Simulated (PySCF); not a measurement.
# Spinor energies of Hf⁴⁹⁺ (hafnium, charge +49)

Start: [Ar] 3d5; 3d3/2 filled at m_j = -3/2, -1/2, +1/2, +3/2; 3d5/2 filled at m_j = +5/2. Calculated with PySCF 2.14 in an even-tempered Gaussian basis (15 s from 13 bohr⁻², ratio 2.8; 12 p from 16 bohr⁻², ratio 2.8; 8 d from 16 bohr⁻², ratio 2.8; 3 f from 55 bohr⁻², ratio 3): generalised Hartree-Fock with the X2C-1e Hamiltonian and a Gaussian nucleus; one run each with spin-orbit coupling (SO) switched off, then screened by Boettger's factors.

```csv
spinor shell,electrons,"ε, spin-free (eV)","ε, screened SO (eV)",weight of nominal j (screened SO),"rms radius, screened SO (bohr)"
1s1/2,2,-68686.8,-68664.3,1.000,0.0215
2s1/2,2,-14286.3,-14277.2,1.000,0.0864
2p1/2,2,-12912.3,-13777.0,1.000,0.0735
2p3/2,4,-12912.3,-12550.4,1.000,0.0804
3s1/2,2,-5253.6,-5250.8,1.000,0.215
3p1/2,2,-4830.5,-5053.0,0.999,0.204
3p3/2,4,-4830.5,-4735.5,1.000,0.218
3d3/2,4,-4424.6,-4445.5,0.991,0.188
3d5/2,1,-4424.6,-4378.9,1.000,0.191
```

```
   quantity     spin-free   screened SO
E (hartree)  -13015.58553  -13034.10229
        M_J           5/2           5/2
       ⟨J²⟩         8.750         8.753
       ⟨L²⟩         0.000         6.057
       ⟨S²⟩         8.750         2.906
```

Each row is a mean over spinors that exchange with the open shell spreads, by up to 31.690 eV (3p3/2).

Breit and QED terms are absent; they matter most for the inner s and p1/2 levels.

Densities and radii are taken from the X2C orbitals without a picture-change correction, which distorts them close to the nucleus.

Without spin-orbit coupling the j labels of p, d and f shells carry no meaning; the spin-free column gives the mean over the occupied spinors of each nl shell.
